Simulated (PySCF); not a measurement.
Can point charges reproduce the dipole moment of `CC/C(C)=C(\C)CC=O`?

Coordinates (GFN2-xTB, Å) and charges (e) from the PBE0/pcSseg-1 density (PySCF):

```tsv
atom	x	y	z	Mulliken	IAO	Hirshfeld	ESP-fitted
C1	-2.430	0.303	-0.852	-0.2641	-0.4113	-0.1159	-0.2581
C2	-1.732	-0.745	0.017	-0.1737	-0.2556	-0.0673	-0.0001
C3	-0.426	-0.217	0.554	-0.3099	0.0000	+0.0069	+0.0022
C4	-0.548	0.590	1.820	-0.1688	-0.4277	-0.1181	-0.6043
C5	0.744	-0.452	-0.041	-0.3879	-0.0094	+0.0003	+0.1694
C6	0.917	-1.216	-1.322	-0.1437	-0.4293	-0.1205	-0.6299
C7	2.058	0.054	0.526	-0.1480	-0.3212	-0.0814	-0.4047
C8	2.342	1.332	-0.206	+0.2463	+0.2735	+0.1327	+0.5173
O9	3.104	1.450	-1.125	-0.3572	-0.3942	-0.2289	-0.4746
H10	-3.377	-0.082	-1.225	+0.1153	+0.1406	+0.0413	+0.0712
H11	-1.805	0.569	-1.702	+0.1183	+0.1406	+0.0382	+0.0722
H12	-2.626	1.207	-0.280	+0.1111	+0.1365	+0.0383	+0.0810
H13	-1.572	-1.653	-0.563	+0.1242	+0.1370	+0.0394	+0.0335
H14	-2.382	-1.002	0.857	+0.1201	+0.1355	+0.0400	+0.0577
H15	-0.184	0.017	2.674	+0.1381	+0.1510	+0.0450	+0.1681
H16	0.019	1.517	1.768	+0.1239	+0.1425	+0.0398	+0.1744
H17	-1.588	0.842	2.008	+0.1176	+0.1448	+0.0452	+0.1936
H18	1.136	-2.264	-1.112	+0.1319	+0.1494	+0.0441	+0.1637
H19	0.035	-1.168	-1.953	+0.1244	+0.1440	+0.0435	+0.1951
H20	1.757	-0.806	-1.880	+0.1345	+0.1554	+0.0420	+0.2013
H21	2.847	-0.671	0.321	+0.1354	+0.1559	+0.0492	+0.1606
H22	1.984	0.235	1.596	+0.1349	+0.1505	+0.0491	+0.1243
H23	1.723	2.186	0.131	+0.0774	+0.0917	+0.0364	-0.0139
```

Q: What dipole does each set of charges give (1 e·Å = 4.803 D), and what does the density give?

A: The full density gives (-2.22, -0.92, 1.98) D, 3.11 D in size; dipole vectors point from the negative to the positive end.

| scheme | μx | μy | μz | size (D) | share of the full size (%) | angle to the full dipole (°) |
| --- | --- | --- | --- | --- | --- | --- |
| Mulliken | -2.39 | -0.56 | 1.60 | 2.93 | 94 | 10 |
| IAO | -2.40 | -0.83 | 2.17 | 3.35 | 107 | 3 |
| Hirshfeld | -1.62 | -0.66 | 1.38 | 2.23 | 71 | 1 |
| ESP-fitted | -2.26 | -0.89 | 1.98 | 3.14 | 101 | 1 |

Q: Which set comes closest?

A: Length of the difference vector: ESP-fitted 0.05 D, IAO 0.28 D, Mulliken 0.55 D, Hirshfeld 0.89 D. Closest: ESP-fitted. ESP charges are fitted to the potential around the molecule, whose slowest-falling term is the dipole's. The schemes that divide the density aren't constrained to reproduce the dipole.

Q: What is left for the Hirshfeld atoms' own dipoles?

A: The shares of the density sum to the whole, so what Σ q r misses lies in dipoles about the nuclei. The atomic dipoles sum to (-2.22, -0.92, 1.98) − (-1.62, -0.66, 1.38) = (-0.60, -0.26, 0.60) D, 0.89 D in size.

Q: With the origin at the mean of the coordinates, (0.000, 0.001, 0.000) Å, which are the largest single terms, by size, of the Mulliken dipole along the direction of the full one?

A: O9 +5.76, C8 -2.60, H14 +1.47, H20 -1.43, C1 -1.40 D; all 23 atoms together +2.89 D. The single terms depend on the origin, their sum doesn't.

Q: Give the size of the full dipole in other units.

A: 3.11 D = 1.225 au = 0.648 e·Å = 10.39 × 10⁻³⁰ C·m.

Geometry: GFN2-xTB, one conformer, isolated molecule.

The values belong to the conformer `[CH3:1][CH2:2]/[C:3]([CH3:4])=[C:5](\[CH3:6])[CH2:7][CH:8]=[O:9]`: C1–C2–C3–C4 85°, C3–C5–C7–C8 -96°, C5–C7–C8–O9 -100°.
